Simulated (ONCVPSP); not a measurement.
# Pseudopotential generation for thallium: ONCV, PBEsol, scalar-relativistic.

| Property | Result |
| --- | --- |
| Element | Tl |
| Generator | ONCVPSP 4.0.1 |
| Type | optimised norm-conserving Vanderbilt (ONCV) |
| Functional | PBEsol |
| Relativity | scalar-relativistic |
| Frozen core | [Kr] 4d10 4f14 |
| Valence charge | 21 |
| Reference configuration | 5s2 5p6 5d10 6s1 (charge +2) |
| Partial waves | 5s+6s: rc 1.25 bohr, ncon 4, nbas 7, qcut 9.3 1/bohr, 3 projectors, debl 2.6 Ha; 5p: rc 1.60 bohr, ncon 3, nbas 6, qcut 7.5 1/bohr, 2 projectors, debl 3.1 Ha; 5d: rc 1.20 bohr, ncon 4, nbas 8, qcut 7.6 1/bohr, local |
| Local potential | the d channel |
| Core correction | Teter function, fcfact 3.75, rcfact 1.4 |

In the p channel the program set the typed energies aside and used -3.456, 0.250 Ha.

All-electron outer shells of the reference configuration (PBEsol, scalar-relativistic, ld1.x):

| shell | level (eV) | outermost node (bohr) | outermost maximum (bohr) |
| --- | --- | --- | --- |
| 5s | -148.97 | 0.46 | 0.80 |
| 4f | -132.01 | – | 0.36 |
| 5p | -94.03 | 0.50 | 0.91 |
| 5d | -33.19 | 0.53 | 1.11 |
| 6s | -25.42 | 1.04 | 2.00 |

Problem. Does the generator finish with these settings?

Solution. Yes, a potential is produced and its reference levels are reproduced.

Problem. Estimate the cutoffs (Ha) at which the residual kinetic energy of the hardest occupied pseudo-wave falls to 1 and 0.1 mHa per electron.

Solution. 36 Ha and 60 Ha.

Problem. Does the potential have ghost states?

Solution. No bound ghost flagged; GHOST(+) flags only above 600 eV.

Problem. Tests: 5s2 5p6 5d10 6s2 6p1; 5s2 5p6 5d10 6s2; 5s2 5p6 5d10 6s0; 5s2 5p6 5d10 6s2 6p0.5. Which has the largest error in its energy relative to the reference configuration, and how large is it?

Solution. 5s2 5p6 5d10 6s0, with -11 meV (all-electron minus pseudo) on +30.16 eV.
